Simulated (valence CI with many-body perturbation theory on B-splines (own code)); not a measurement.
# Sensitivity of CI+MBPT for Pd⁴⁰⁺

Computed by valence CI with perturbative core correlation (CI+MBPT): four valence electrons over a frozen Dirac-Fock core [He], radial functions for each j: 6 s, 6 p, 5 d, 3 f, 1 g, with the one-electron correlation potential Σ1 (screened to all orders), the two-electron term Σ2, the three-electron term Σ3, Breit, model QED; selected single and double excitations, second order for the rest, scaled by the run's own slope (own B-spline code, finite nucleus).

The last digits are not significant, and no measured levels were compared; by estimate large intervals hold to a few tenths of a per cent, small ones and those within an open d or f shell to about a per cent.

The reference run has the lowest level (2s^2 2p1/2^2) J=0 and an ionisation energy of 6252.53 eV. Its largest variational space holds 11212 state functions.

Levels are named by their leading jj configuration (3d3/2^4 stands for four electrons in 3d with j = 3/2), which in mixed levels can hold well under half, so a name can repeat and another be missing. Letters in brackets count levels of one name in rising energy.

Changed runs:
A. logarithmic knot step 0.27 → 0.33; cutoff of virtual states (hartree) 4232 → 3240
B. selection threshold (hartree) 2e-08 → 1e-06
C. hole-hole ladder in Σ2 on → off; box radius (bohr) 1.4236 → 1.79
D. box radius (bohr) 1.4236 → 0.77 (bad on purpose)

Excitation energies of the reference run in cm⁻¹, and shifts in cm⁻¹:

```
                     Level  Reference      A     B        C        D
    (2s^2 2p1/2 2p3/2) J=1    1279800    -28  -0.8      -41     -4.8
    (2s^2 2p1/2 2p3/2) J=2    1389570    -29  -0.3      -41     -5.0
    (2s 2p1/2^2 2p3/2) J=2    2456660    -53     0      -81     -9.0
        (2s^2 2p3/2^2) J=2    2748420    -57  -0.3      -47     -4.7
    (2s 2p1/2^2 2p3/2) J=1    2877000    -55     0      -76     -7.3
        (2s^2 2p3/2^2) J=0    3012210    -58     0      +60     +2.8
(2s 2p1/2 2p3/2^2) J=2 [a]    3675260    -79     0     -122      -11
    (2s 2p1/2 2p3/2^2) J=3    3905080    -82  -1.5     -128      -19
    (2s 2p1/2 2p3/2^2) J=0    4142140    -81  +0.1      -15     +1.6
(2s 2p1/2 2p3/2^2) J=1 [a]    4231960    -83     0      -97     -9.0
(2s 2p1/2 2p3/2^2) J=2 [b]    4312250    -84  -0.1     -122      -16
(2s 2p1/2 2p3/2^2) J=1 [b]    4352270    -83     0      -46     -5.6
    Ionisation energy (eV)    6252.53  -0.01     0  -0.0056  -0.0016
```
